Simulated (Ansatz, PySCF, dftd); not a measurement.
Species: CH₆NSi, charge 0, doublet. CH6NSi (SMILES C[N][SiH3], doublet).
B3LYP-D3(BJ)/def2-TZVP minimum from Ansatz (a quantum-chemistry and plane-wave program):
```xyz
9

Si     1.0633    -0.1737     0.1764
N     -0.5478    -0.3274    -0.4643
C     -1.6298     0.5130    -0.0739
H      2.0174    -0.3064    -0.9475
H      1.3110     1.1129     0.8851
H      1.2714    -1.2959     1.1258
H     -2.1595     0.0181     0.7575
H     -2.3649     0.6036    -0.8801
H     -1.3478     1.5130     0.2833
```
Charge 0, spin multiplicity 2.

Quantity: enthalpy of formation at 298 K (by atomisation, with rigid-rotor harmonic-oscillator terms from PySCF's Hessian at B3LYP-D3(BJ)/def2-TZVP and the atoms' measured values of the G2/97 table; no spin-orbit terms), in kcal/mol. UHF or UKS for unpaired electrons; spin-orbit terms are left out. Correlated methods leave the cores frozen. No relativity. Double hybrids freeze cores in their MP2 part. Where a partner has so few electrons that a lower coupled-cluster level is exact, that level stands in.

```json
[
 {"level": "PBE/def2-TZVPD", "program": "Ansatz", "enthalpy of formation at 298 K (kcal/mol)": "37.6"},
 {"level": "r2SCANh-D4/def2-TZVPD", "program": "Ansatz + dftd4", "enthalpy of formation at 298 K (kcal/mol)": "44.7"},
 {"level": "CAM-B3LYP-D3(BJ)/def2-TZVPD", "program": "Ansatz + dftd3", "enthalpy of formation at 298 K (kcal/mol)": "35.1"},
 {"level": "wB97X-V/def2-TZVPD", "program": "Ansatz", "enthalpy of formation at 298 K (kcal/mol)": "37.2"},
 {"level": "B2PLYP-D4/def2-TZVPD", "program": "Ansatz + dftd4", "enthalpy of formation at 298 K (kcal/mol)": "49.2"},
 {"level": "B2GP-PLYP/def2-TZVPD", "program": "Ansatz", "enthalpy of formation at 298 K (kcal/mol)": "54.6"},
 {"level": "MP2/cc-pV(T+d)Z", "program": "Ansatz", "enthalpy of formation at 298 K (kcal/mol)": "67.2"},
 {"level": "CCSDT(Q)/cc-pV(D+d)Z", "program": "Ansatz", "enthalpy of formation at 298 K (kcal/mol)": "102.5"}
]
```
